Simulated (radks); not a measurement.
Results of a calculation; reference values are marked as such.
Problem. Successive ionisation energies (eV) of one element, from differences of total energies of ions in their ground configurations, starting at charge 0: 4.944, 9.510, 36.202, 47.001, 58.008, 73.393, 85.740, 98.119, 126.44, 141.96, 244.69, 271.90, 299.72, 328.10, 356.97, 395.15, 426.05, 457.48, 489.39, 521.74, 645.17, 678.15. Level of theory: non-relativistic Kohn-Sham, TPSS, spin-polarised, spherical densities, point nucleus; open shells are filled with parallel spins first (spin-orbit coupling, left out, can overturn this in heavy ions); meta-GGA in the generalised Kohn-Sham scheme; relativity is left out, which matters for an element this heavy (a radial shooting solver on a logarithmic mesh with Libxc functionals). Which element is it?

Solution. Barium (Z = 56). The first species listed is Ba in [Xe] 6s2, the last Ba21+ in [Ar] 3d10 4s2 4p5.
